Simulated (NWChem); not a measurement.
System: C3H4BrF; SMILES [C@@H]1([C@H](Br)C1)F

NWChem input:

```
start job
memory heap 200 mb stack 900 mb global 1100 mb
geometry units angstroms noautosym nocenter noautoz
  F      0.707489     2.683214     0.096956
  C      0.143478     1.549616    -0.424789
  C     -1.284867     1.239696    -0.079885
  C     -0.153043     0.438185     0.521956
  Br     0.153333    -1.407292     0.002694
  H      0.513433     1.325121    -1.421344
  H     -1.803562     1.913091     0.597349
  H     -1.904285     0.786478    -0.847986
  H      0.079677     0.592761     1.569163
end
basis spherical
  F library 6-31g*
  C library 6-31g*
  Br library 6-31g*
  H library 6-31g*
end
dft
  xc m05-2x
  iterations 150
end
cosmo
  do_cosmo_smd true
  solvent water
end
task dft energy
```

NWChem printed, in part:

```
             Northwest Computational Chemistry Package (NWChem) 7.3.0
             --------------------------------------------------------

                             Geometry "geometry" -> ""
                             -------------------------

 Output coordinates in angstroms (scale by  1.889725989 to convert to a.u.)

  No.       Tag          Charge          X              Y              Z
 ---- ---------------- ---------- -------------- -------------- --------------
    1 F                    9.0000     0.70748900     2.68321400     0.09695600
    2 C                    6.0000     0.14347800     1.54961600    -0.42478900
    3 C                    6.0000    -1.28486700     1.23969600    -0.07988500
    4 C                    6.0000    -0.15304300     0.43818500     0.52195600
    5 Br                  35.0000     0.15333300    -1.40729200     0.00269400
    6 H                    1.0000     0.51343300     1.32512100    -1.42134400
    7 H                    1.0000    -1.80356200     1.91309100     0.59734900
    8 H                    1.0000    -1.90428500     0.78647800    -0.84798600
    9 H                    1.0000     0.07967700     0.59276100     1.56916300

 Effective nuclear repulsion energy (a.u.)     309.4727855819

                                 NWChem DFT Module
                                 -----------------

 Summary of "ao basis" -> "ao basis" (spherical)
 ------------------------------------------------------------------------------
       Tag                 Description            Shells   Functions and Types
 ---------------- ------------------------------  ------  ---------------------
 F                           6-31g*                  6       14   3s2p1d
 C                           6-31g*                  6       14   3s2p1d
 Br                          6-31g*                 12       32   5s4p3d
 H                           6-31g*                  2        2   2s

 in cosmo_initialize ...
 calling solv_data for solv:h2o

 solvent parameters
 solvname_short: h2o
 solvname_long:  water
 dielec:       78.4000
 dielecinf:     1.7769
 aqueous SMD model solvent descriptors
 dielec:       78.4000
 sola:          0.8200

          ---------------
          -cosmo- solvent
          ---------------
 Cosmo: York-Karplus, doi: 10.1021/jp992097l
 dielectric constant -eps-     =  78.40
 screen = (eps-1)/(eps    )    =   0.98724
 surface charge correction     = lagrangian

   van der Waals surface
 --------------------------

 ---------- ATOMIC COORDINATES (A.U.) ------------ VDWR(ANG.) --
     1    1.33696035    5.07053923    0.18322027     1.730
     2    0.27113411    2.92834963   -0.80273481     1.850
     3   -2.42804656    2.34268575   -0.15096076     1.850
     4   -0.28920933    0.82804958    0.98635382     1.850
     5    0.28975736   -2.65939627    0.00509092     3.060
     6    0.97024768    2.50411559   -2.68595070     1.200
     7   -3.40823798    3.61521778    1.12882593     1.200
     8   -3.59857685    1.48622792   -1.60246118     1.200
     9    0.15056770    1.12015587    2.96528810     1.200
 number of segments per atom =        128
 number of   points per atom =        128
 atom (   nspa,  nppa )
 ----------------------
    1 (     84,     0 )       0
    2 (     25,     0 )       0
    3 (     46,     0 )       0
    4 (      9,     0 )       0
    5 (    105,     0 )       0
    6 (     43,     0 )       0
    7 (     55,     0 )       0
    8 (     44,     0 )       0
    9 (     40,     0 )       0
 number of -cosmo- surface points =      451
 molecular surface =    157.354 angstrom**2
 molecular volume  =    163.409 angstrom**3
 -lineq- algorithm             =   0
 -bem- low  level              =   3
 -bem- from -octahedral-
 gaussian surface charge width =   4.50000
 degree of switching           =   1.00000
 switching function tolerance  =   0.00010
 atomic radii =
 --------------
    1  9.000  1.730
    2  6.000  1.850
    3  6.000  1.850
    4  6.000  1.850
    5 35.000  3.060
    6  1.000  1.200
    7  1.000  1.200
    8  1.000  1.200
    9  1.000  1.200
 ...... end of -cosmo- initialization ......

 nat:                     9
 ixmem:                  4523
 calling mnsol_interface()
 G(SMD-CDS) energy (kcal/mol)  =     1.741
 SMD-CDS SASA (angstrom**2)    =   141.327

[...]

                                COSMO-SMD solvation results
                                ---------------------------

             internal energy in gas <Psi(g)|H|Psi(g)> =     -2790.277768421921
         internal energy in solvent <Psi(s)|H|Psi(s)> =     -2790.277037749435
                               delta internal energy  =         0.000730672486 (    0.46 kcal/mol)
   total free energy in solvent <Psi(s)|H+V/2|Psi(s)> =     -2790.284391612568
 polarization energy contribution <Psi(s)|V/2|Psi(s)> =        -0.007353863133 (   -4.61 kcal/mol)
    total free energy in solvent including G(SMD-CDS) =     -2790.281617006287
                       G(SMD-CDS) energy contribution =         0.002774606281 (    1.74 kcal/mol)
     1 M fixed-concentration free energy of solvation =        -0.003848584366 (   -2.42 kcal/mol)

                       DFT Final Molecular Orbital Analysis
                       ------------------------------------

 Vector   31  Occ=2.000000D+00  E=-3.785659D-01
              MO Center= -1.2D-01,  2.1D-01, -9.0D-02, r^2= 3.9D+00
   Bfn.  Coefficient  Atom+Function         Bfn.  Coefficient  Atom+Function
  ----- ------------  ---------------      ----- ------------  ---------------
    69      0.509756  5 Br pz                17     -0.251835  2 C  px
    65     -0.230093  5 Br pz                 3      0.216481  1 F  px
    73      0.214487  5 Br pz                32      0.180208  3 C  py
    31      0.173811  3 C  px                 7      0.168820  1 F  px
    46     -0.147598  4 C  py                68      0.135147  5 Br py

 Vector   32  Occ=2.000000D+00  E=-3.392520D-01
              MO Center= -7.4D-02, -3.9D-01,  5.8D-03, r^2= 3.6D+00
   Bfn.  Coefficient  Atom+Function         Bfn.  Coefficient  Atom+Function
  ----- ------------  ---------------      ----- ------------  ---------------
    69      0.513426  5 Br pz                67      0.313070  5 Br px
    73      0.244949  5 Br pz                65     -0.229614  5 Br pz
    68     -0.206125  5 Br py                32     -0.199515  3 C  py
    17      0.189729  2 C  px                 3     -0.147612  1 F  px
    71      0.146508  5 Br px                63     -0.139660  5 Br px

 Vector   33  Occ=2.000000D+00  E=-3.278848D-01
              MO Center=  2.1D-02, -4.4D-01,  3.0D-02, r^2= 3.3D+00
   Bfn.  Coefficient  Atom+Function         Bfn.  Coefficient  Atom+Function
  ----- ------------  ---------------      ----- ------------  ---------------
    67      0.566110  5 Br px                71      0.273277  5 Br px
    63     -0.252256  5 Br px                45     -0.241137  4 C  px
    69     -0.211429  5 Br pz                68      0.179879  5 Br py
    18      0.152539  2 C  py                19     -0.150736  2 C  pz
    31      0.132215  3 C  px                49     -0.128427  4 C  px

 Vector   34  Occ=0.000000D+00  E= 3.458604D-02
              MO Center= -4.0D-02, -5.9D-01,  5.1D-02, r^2= 3.5D+00
   Bfn.  Coefficient  Atom+Function         Bfn.  Coefficient  Atom+Function
  ----- ------------  ---------------      ----- ------------  ---------------
    48      0.785985  4 C  s                 72     -0.744081  5 Br py
    50     -0.574511  4 C  py                68     -0.435829  5 Br py
    70     -0.434435  5 Br s                 46     -0.363813  4 C  py
    94     -0.269009  8 H  s                 66      0.245569  5 Br s
    90     -0.212933  6 H  s                 73     -0.198397  5 Br pz

 Vector   35  Occ=0.000000D+00  E= 1.471162D-01
              MO Center= -3.2D-01,  1.1D+00,  7.1D-01, r^2= 4.1D+00
   Bfn.  Coefficient  Atom+Function         Bfn.  Coefficient  Atom+Function
  ----- ------------  ---------------      ----- ------------  ---------------
    48      1.335540  4 C  s                 96     -1.199693  9 H  s
    92     -0.892977  7 H  s                 34      0.511498  3 C  s
    22      0.429417  2 C  py                51      0.401360  4 C  pz
    36      0.388549  3 C  py                70     -0.339108  5 Br s
     6     -0.335627  1 F  s                 90      0.247037  6 H  s

 Vector   36  Occ=0.000000D+00  E= 1.796737D-01
              MO Center= -6.9D-01,  9.5D-01, -1.4D-01, r^2= 3.4D+00
   Bfn.  Coefficient  Atom+Function         Bfn.  Coefficient  Atom+Function
  ----- ------------  ---------------      ----- ------------  ---------------
    34      1.047460  3 C  s                 49      0.897184  4 C  px
    36     -0.698492  3 C  py                94     -0.585773  8 H  s
    90     -0.529717  6 H  s                 37      0.484311  3 C  pz
    23     -0.448307  2 C  pz                20      0.431272  2 C  s
    92     -0.394044  7 H  s                 48     -0.333323  4 C  s

     Multipole analysis of the density
     ---------------------------------

     L   x y z        total         alpha         beta         nuclear
     -   - - -        -----         -----         ----         -------
     0   0 0 0     -0.000000    -33.000000    -33.000000     66.000000

     1   1 0 0     -0.596770     -1.104095     -1.104095      1.611420
     1   0 1 0      0.369270      1.246530      1.246530     -2.123789
     1   0 0 1     -0.072969     -0.950893     -0.950893      1.828816

     2   2 0 0    -30.170137    -55.520584    -55.520584     80.871031
     2   1 1 0     -2.302464      4.764658      4.764658    -11.831780
     2   1 0 1     -0.198388     -0.698062     -0.698062      1.197735
     2   0 2 0    -34.584779   -312.405076   -312.405076    590.225372
     2   0 1 1      0.177624      2.660410      2.660410     -5.143196
     2   0 0 2    -28.540842    -29.266834    -29.266834     29.992826
```

Level: M05-2X/6-31G* (spherical d), SMD on the gas-phase geometry. Structure relaxed at the B3LYP/6-31G* (spherical d) level. Solvent: water.
